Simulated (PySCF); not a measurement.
Löwdin shares of the frontier orbitals

Species: C₂H₉GeNO.
Cartesian coordinates in Å at the PBE0-D3(BJ)/def2-SVP level; atoms count from 1:
```xyz
14
C2H9GeNO angstrom
C     -2.3461    0.4839    0.1282
C     -1.1746   -0.4614   -0.0131
O      0.0195    0.2762   -0.0165
Ge     1.5972   -0.5643   -0.1037
N      2.9379    0.6569   -0.0481
H     -3.2994   -0.0667    0.1324
H     -2.3598    1.2021   -0.7052
H     -2.2659    1.0532    1.0663
H     -1.2818   -1.0501   -0.9482
H     -1.1881   -1.1954    0.8201
H      1.6716   -1.3233   -1.4424
H      1.7158   -1.4902    1.1224
H      2.9905    1.1927    0.8139
H      2.9630    1.2997   -0.8347
```

Level of theory: TDDFT CAM-B3LYP/def2-SVPD, vertical, gas phase, core orbitals frozen in the response in PySCF 2.14.0, density-fitted response routines. The CAM-B3LYP/def2-SVPD calculation is non-relativistic and has no spin–orbit coupling, an omission that weighs most on germanium.

Kohn–Sham orbitals with the atoms that hold most of them (Löwdin shares over 4%, at most four atoms; ? is withheld):

```
orbital  ε (eV)                              atoms
 HOMO-3  -10.97  Ge4 26%, H12 16%, H11 16%, C1 10%
 HOMO-2   -9.96      O3 49%, C2 13%, C1 9%, Ge4 8%
 HOMO-1   -9.22                                  ?
   HOMO   -9.06                                  ?
   LUMO       ?  Ge4 44%, H14 10%, H13 10%, N5 10%
 LUMO+1    1.47   C2 16%, Ge4 16%, H10 10%, H9 10%
 LUMO+2    1.65  Ge4 33%, H11 16%, H12 16%, O3 14%
```

**Question.** Give the leading atoms of the HOMO.

**Answer.** O3 (bonded to C and Ge) 56%; C2 (bonded to C, O and 2 H) 14%; Ge4 (bonded to N, O and 2 H) 8%; H9 (bonded to C) 6%.

**Question.** Which atoms hold the HOMO-1, and with what shares?

**Answer.** N5 (bonded to Ge and 2 H) 65%; Ge4 (bonded to N, O and 2 H) 8%; O3 (bonded to C and Ge) 8%; H13 (bonded to N) 7%.

**Question.** What is the LUMO energy, and the HOMO–LUMO gap?

**Answer.** ε(LUMO) = 1.05 eV; the gap is 10.11 eV (0.3714 hartree).

**Question.** How does S1 compare with the orbital gap of 10.11 eV?

**Answer.** S1 is at 6.77 eV (f = 0.049), 3.34 eV below the gap, made of HOMO-1→LUMO (81%), HOMO-1→LUMO+1 (9%). Its leading pair isn't HOMO and LUMO; the energies of that pair differ by 10.27 eV. Without the coupling terms of the response equations the lowest excitation would equal the gap.

Next come S2 at 7.09 eV (f 0.0039), HOMO→LUMO (58%), HOMO→LUMO+1 (17%), HOMO→LUMO+2 (14%); S3 at 7.27 eV (f 0.0002), HOMO→LUMO+1 (51%), HOMO→LUMO (28%); S4 at 7.65 eV (f 0.053), HOMO→LUMO+2 (60%), HOMO→LUMO+1 (24%); S5 at 7.81 eV (f 0.017), HOMO-1→LUMO+1 (55%), HOMO-1→LUMO+3 (16%), HOMO-1→LUMO (10%).

Hardware: one thread of an x86-64 server, shared host. Cost: 41 s wall.

One conformer stands for the species.
